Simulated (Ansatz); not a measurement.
Two members of one family (Series MgX2), computed with Ansatz in the gas phase. The two geometries come from different levels. Binding counts from free atoms in the multiplicity of their measured ground term, without zero-point energy. A dash marks a value that wasn't run or was left out as unsound. The structures are stationary points that may keep the symmetry of their start. Remarks come from the PBE and PBE0 runs and from stability tests at other levels; not every state was tested. HOMO above LUMO (over both spins in singlets and doublets, within one spin in higher multiplets; at PBE or PBE0), or a gap under 0.15 eV within one spin, warns that the state may not be the lowest or that an electron is smeared out.

First: MgBr2 (singlet, charge 0, r2SCAN-D4/def2-TZVP geometry).

```xyz
3

Mg   -0.013    0.005    0.004
Br   -0.623    0.182   -2.230
Br    0.636   -0.187    2.226
```

```
              level  HOMO (eV)  LUMO (eV)  gap (eV)  vertical IE (eV)  vertical triplet (eV)  binding per atom (eV)
    PBE-D4/def2-SVP      -7.08      -2.46      4.62                 –                      –                   2.38
   PBE-D4/def2-TZVP      -7.21      -2.58      4.63             10.03                   4.59                   2.37
r2SCAN-D4/def2-TZVP      -7.54      -2.13      5.41             10.27                   4.95                   2.49
  PBE0-D4/def2-TZVP      -8.47      -1.87      6.60             10.45                   5.08                   2.38
  ωB97M-V/def2-TZVP     -10.68      -0.44     10.24                 –                      –                   2.31
```

Remarks: gap within one spin near zero at PBE or PBE0 (+1 doublet), gap within one spin near zero at PBE or PBE0 (triplet).

Second: MgH2 (singlet, charge 0, PBE0-D4/def2-TZVP geometry).

```xyz
3

Mg    0.0000    0.0000    0.0000
H     1.0099    1.3709    0.0925
H    -1.0099   -1.3709   -0.0925
```

Q: Estimate the same table for the second.

A: 
| level | HOMO (eV) | LUMO (eV) | gap (eV) | vertical IE (eV) | vertical triplet (eV) | binding per atom (eV) |
| --- | --- | --- | --- | --- | --- | --- |
| PBE-D4/def2-SVP | -6.05 | -1.17 | 4.87 | – | – | 1.46 |
| PBE-D4/def2-TZVP | -6.05 | -1.16 | 4.88 | 9.42 | 4.57 | 1.46 |
| r2SCAN-D4/def2-TZVP | -6.31 | -0.65 | 5.66 | 9.45 | 4.68 | 1.55 |
| PBE0-D4/def2-TZVP | -7.21 | -0.53 | 6.68 | 9.59 | 4.79 | 1.46 |
| ωB97M-V/def2-TZVP | -9.38 | 0.74 | 10.12 | – | – | 1.50 |
